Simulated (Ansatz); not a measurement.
CH₇NO₃Si (SMILES CN[Si](O)(O)O), singlet, at a GFN2-xTB geometry; SC-NEVPT2/STO-3G, CASSCF(4,3) (Ansatz, a program for electronic structure).

The Ansatz input:
Ansatz 0.2 input:
```yaml
crystal:
  periodic: [false, false, false]
  atoms:
    - {symbol: C, position_ang: [2.35992350, 0.00629650, -0.30229567]}
    - {symbol: N, position_ang: [1.04727842, 0.39132405, -0.77147138]}
    - {symbol: Si, position_ang: [-0.41597481, -0.00712654, 0.04420250]}
    - {symbol: O, position_ang: [-0.24984770, 0.32805908, 1.63302467]}
    - {symbol: O, position_ang: [-1.63730026, 0.90694857, -0.51317529]}
    - {symbol: O, position_ang: [-0.83304840, -1.56279144, -0.21531435]}
    - {symbol: H, position_ang: [2.58980455, -1.04831452, -0.49342358]}
    - {symbol: H, position_ang: [2.41287775, 0.18002737, 0.77071957]}
    - {symbol: H, position_ang: [3.11889357, 0.62121180, -0.78897646]}
    - {symbol: H, position_ang: [1.00265828, 0.36006325, -1.77867598]}
    - {symbol: H, position_ang: [0.34055866, -0.20554754, 2.15511225]}
    - {symbol: H, position_ang: [-1.61424311, 1.83874225, -0.31829187]}
    - {symbol: H, position_ang: [-1.75582144, -1.80118806, -0.18750546]}
basis:
  gaussian:
    orbitals: STO-3G
magnetization: {spin_polarized: false}
correlation: {method: sc_nevpt2, electrons: all, active_space: {window: {electrons: 4, orbitals: 3}}}
```

What the program printed (banner, timings and long lists left out):

```
Functional definition: HF
552 factors; integrals over basis functions are off by at most 3.6e-5 eV
mean field evaluation 1: about -16388.9977 eV, gradient 3.2e1 eV
mean field evaluation 2: about -16389.1962 eV, gradient 3.2e1 eV
mean field evaluation 4: about -16392.6849 eV, gradient 1.2e0 eV
mean field evaluation 8: about -16392.6902 eV, gradient 9.5e-6 eV
mean field -16392.69019051 eV, -602.4202531366 hartree, gradient 1.5e-6 eV, S^2 0.000000; 0 other end points of the search recorded, 0 dependent functions left out
reference -16392.69019051 eV, -602.4202531366 hartree; 29, 29 occupied and 12, 12 virtual orbitals, 552 factors
state -16393.22578411 eV, -602.4399358386 hartree
state -16393.22578411 eV, -602.4399358386 hartree; corrected -16398.95266549 eV, -602.6503948473 hartree
state -16393.02707392 eV, -602.4326333737 hartree
state -16393.02707392 eV, -602.4326333737 hartree; corrected -16398.88904277 eV, -602.6480567557 hartree
state -16393.22578411 eV, -602.4399358386 hartree; corrected -16398.95266549 eV, -602.6503948473 hartree
2 active orbitals were swapped for others, from the solution at -16393.02706135 eV, -602.4326329117 hartree to that at -16393.22577735 eV, -602.4399355899 hartree; typed "places" are swapped only where nearly empty or full, and so, without "given_window_search", are "orbital_numbers", "shells" and a window whose orbitals a file names under [Active]
Total energy: -16398.95266549 eV, -602.6503948473 hartree
```
